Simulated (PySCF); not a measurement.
H₅O₄Si, SMILES [OH2+][Si](O)(O)O, charge +1.

Geometry: PBE-D3(BJ)/def2-SVP. The isomer is the one that the SMILES or the coordinates give; other isomers of the formula were not compared. One conformer was computed; it need not be the lowest.

These are PBE-D3(BJ)/def2-SVP (PySCF) values and carry that method's errors.

Frequencies are harmonic and unscaled.

Computed normal modes with their intensities:
| mode | ν (cm⁻¹) | IR (km/mol) | moving atoms (share of kinetic energy) |
|---|---|---|---|
| 1 | 94 | 44.9 | H 57 %, O 42 % |
| 2 | 181 | 127.7 | O 53 %, H 46 % |
| 3 | 202 | 15.1 | H 58 %, O 42 % |
| 4 | 251 | 48.9 | H 53 %, O 43 % |
| 5 | 292 | 9.2 | O 51 %, H 32 %, Si 16 % |
| 6 | 302 | 40.9 | O 52 %, H 29 %, Si 19 % |
| 7 | 323 | 175.6 | O 57 %, H 34 %, Si 9 % |
| 8 | 354 | 53.7 | H 92 % |
| 9 | 367 | 27.5 | H 67 %, O 20 %, Si 13 % |
| 10 | 476 | 305.1 | H 65 %, O 33 % |
| 11 | 550 | 63.4 | O 50 %, Si 35 %, H 16 % |
| 12 | 689 | 47.4 | H 65 %, O 35 % |
| 13 | 700 | 283.0 | H 80 %, O 18 % |
| 14 | 733 | 181.3 | H 61 %, O 37 % |
| 15 | 758 | 54.0 | H 75 %, O 24 % |
| 16 | 834 | 70.5 | O 55 %, H 34 %, Si 11 % |
| 17 | 1048 | 167.7 | Si 47 %, O 45 % |
| 18 | 1066 | 185.8 | Si 50 %, O 40 %, H 10 % |
| 19 | 1539 | 144.3 | H 91 %, O 8 % |
| 20 | 3584 | 202.0 | H 96 % |
| 21 | 3673 | 303.6 | H 92 % |
| 22 | 3745 | 281.4 | H 94 % |
| 23 | 3751 | 189.0 | H 94 % |
| 24 | 3763 | 241.6 | H 94 % |
